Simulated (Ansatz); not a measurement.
Calculated with Ansatz (gas phase, PBE0-D4/def2-TZVP geometries, no zero-point term in ΔE). CCSD(T)/CBS adds triple-zeta CCSD(T) − MP2 to the extrapolated MP2 energy (def2 sets, frozen cores). This one scheme is used for every species. DFT in def2-TZVPP. B3LYP here is the variant with VWN-RPA as its local correlation; programs differ in this. HSE06 is defined as in plane-wave codes. Triplets are unrestricted, without spin–orbit coupling. One conformer a species, not always the lowest.

Reaction (formal loss of a carbene): `CO[Si]C` → `[CH2]` (triplet) + `C[Si]O`

```
             level  ΔE (kJ/mol)  difference from CCSD(T)/CBS
       LDA (SPW92)        456.2                         76.4
            PBE-D4        390.6                         10.8
         revPBE-D4        378.6                         -1.2
           BLYP-D4        383.1                          3.3
         r2SCAN-D4        361.0                        -18.8
           PBE0-D4        379.8                          0.0
          B3LYP-D4        381.0                          1.2
        r2SCAN0-D4        355.1                        -24.7
          HSE06-D4        380.1                          0.3
          BHLYP-D4        368.4                        -11.4
      CAM-B3LYP-D4        384.4                          4.6
           ωB97X-V        395.3                         15.5
           ωB97M-V        384.2                          4.4
            B2PLYP        374.5                         -5.3
          PBE-QIDH        375.5                         -4.3
               PBE        383.8                          4.0
            revPBE        358.5                        -21.3
              BLYP        368.6                        -11.2
            r2SCAN        359.1                        -20.7
             B3LYP        370.2                         -9.6
           r2SCANh        356.5                        -23.3
           r2SCAN0        353.0                        -26.8
             BHLYP        360.4                        -19.4
         CAM-B3LYP        378.5                         -1.3
           LC-ωPBE        369.6                        -10.2
RPA@PBE/def2-TZVPP        368.6                        -11.2
       HF/def2-SVP        255.1                       -124.7
      MP2/def2-SVP        375.8                         -4.0
     CCSD/def2-SVP        363.5                        -16.3
     HF/def2-TZVPP        241.5                       -138.3
    MP2/def2-TZVPP        379.0                         -0.8
SCS-MP2/def2-TZVPP        384.0                          4.2
   CCSD/def2-TZVPP        359.4                        -20.4
CCSD(T)/def2-TZVPP        370.6                         -9.2
     HF/def2-QZVPP        242.0                       -137.8
    MP2/def2-QZVPP        384.4                          4.6
SCS-MP2/def2-QZVPP        390.6                         10.8
      HF/CBS(def2)        242.1                       -137.7
     MP2/CBS(def2)        388.1                          8.3
    CCSD/CBS(def2)        368.6                        -11.2
       CCSD(T)/CBS        379.8                            0
```

Largest T1 diagnostic among the species: 0.014.

At CCSD(T), def2-SVP lies −7.6 kJ/mol from the extrapolated value and def2-TZVPP −9.2 kJ/mol. Leaving LDA and LC-ωPBE aside and taking each functional with its dispersion term where it has one, the values spread over 40.1 kJ/mol, from r2SCAN0-D4 to ωB97X-V. LDA lies +72.4 kJ/mol from PBE without D4.
